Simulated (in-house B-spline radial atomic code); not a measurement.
Checks on a self-consistent run for Zn²⁺, [Ar] 3d8 4p1 4f1. Method: non-relativistic Hartree-Fock, average of configuration, point nucleus. Calculated with a B-spline radial code for spherical atoms.

```tsv
orbital	q	ε (Eh)	<1/r>	<r²>
1s	2	-355.13296	29.5111	0.00349748
2s	2	-46.23605	6.46652	0.0616711
2p	6	-40.79649	6.40192	0.048705
3s	2	-7.38761	2.06914	0.532621
3p	6	-5.56339	1.94749	0.576051
3d	8	-2.54396	1.66428	0.735716
4p	1	-1.02712	0.545309	6.13748
4f	1	-0.28589	0.195717	37.6295
```

Electron-electron repulsion V_ee = 657.5614 hartree, kinetic energy T = 1774.8986 hartree.

Problem. What total energy follows from the eigenvalues?

Solution. The eigenvalues count the repulsion twice, so E = Σqε - V_ee = -1117.337 - 657.561 = -1774.899 hartree; the run printed -1774.899.

Problem. What is the virial ratio?

Solution. -V/T = (T - E)/T = 2.000000; at the Hartree-Fock limit it is 2.

Problem. What diamagnetic shielding (Lamb formula) and susceptibility (Langevin formula) do the radii give?

Solution. σ = (α²/3)Σq<1/r> = 140.245/(3·137.036²) = 2489.4 ppm, and χ = -0.79199×10⁻⁶·Σq<r²> = -43.24×10⁻⁶ cm³/mol with Σq<r²> = 54.597 bohr². Both are non-relativistic formulas without the paramagnetism of open shells.
